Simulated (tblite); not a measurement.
C₆H₉P₂ (charge -1).
Cartesian coordinates in Å at the GFN2-xTB level; atoms count from 1:
```xyz
17
C6H9P2 angstrom
C     -1.4814   -1.2380    0.1817
C     -0.6210   -0.3071   -0.6749
C     -1.3684    0.9960   -0.9663
C      0.7082   -0.0383   -0.0123
C      0.8268    0.5717    1.2120
P      2.4263    0.8110    1.8601
C      3.1959    0.0817    0.4969
P      2.2107   -0.5106   -0.7906
H     -2.4222   -1.4728   -0.3201
H     -1.7051   -0.7694    1.1381
H     -0.9457   -2.1654    0.3751
H     -0.4188   -0.8081   -1.6307
H     -0.7681    1.6325   -1.6136
H     -2.3234    0.7967   -1.4569
H     -1.5596    1.5367   -0.0414
H     -0.0358    0.9006    1.7827
H      4.2747   -0.0052    0.4504
```

Structure optimised with GFN2-xTB, isolated species.

Take the most abundant isotopes and a rigid rotor. The values belong to one conformer with, in the numbering `[CH3:1][CH:2]([CH3:3])[c:4]1[cH:5][p-:6][cH:7][p:8]1`, C1–C2–C4–C5 -61°.

(1) Give the principal moments of inertia and the rotational constants in cm⁻¹.

(2) What kind of rotor is it?

(3) What does the inertial defect say?

(4) Give the other two planar moments, Paa and Pbb, and the rms extents of the mass along the axes.

(5) Where do the levels up to J = 2 lie, in MHz?

Answers

(1) Ia = 199.71, Ib = 497.77, Ic = 589.79 u·Å²; 505379 MHz·u·Å²/I gives 2531, 1015 and 856.9 MHz, that is A = 0.08441, B = 0.03387, C = 0.02858 cm⁻¹.

(2) An asymmetric top. Ray's parameter κ = (2B − A − C)/(A − C) = -0.811; −1 is the prolate and +1 the oblate limit.

(3) Not planar: Δ = Ic − Ia − Ib = -107.69 u·Å². For a rigid frame Δ = −2 Σ m c², so Σ m c² = 53.84 u·Å² lies off the ab plane: 15.92 from hydrogen and 37.93 from heavier atoms. The atom farthest from that plane is 2.15 Å away.

(4) Paa = Σ m a² = (Ib + Ic − Ia)/2 = 443.93 and Pbb = Σ m b² = (Ia + Ic − Ib)/2 = 145.87 u·Å². With the mass M = 143.02 u, the rms extents √(P/M) along a, b and c are 1.76, 1.01, 0.61 Å.

(5) Above 0(0,0):
J = 1: 1(0,1) 1872, 1(1,1) 3387, 1(1,0) 3546
J = 2: 2(0,2) 5605, 2(1,2) 6973, 2(1,1) 7449, 2(2,1) 11994, 2(2,0) 12006

Its GFN2-xTB frequencies are all real (lowest 49 cm⁻¹). No vibrational averaging or centrifugal distortion is included, and the geometry carries the error of its method.

The numbers are calculated, not measured.
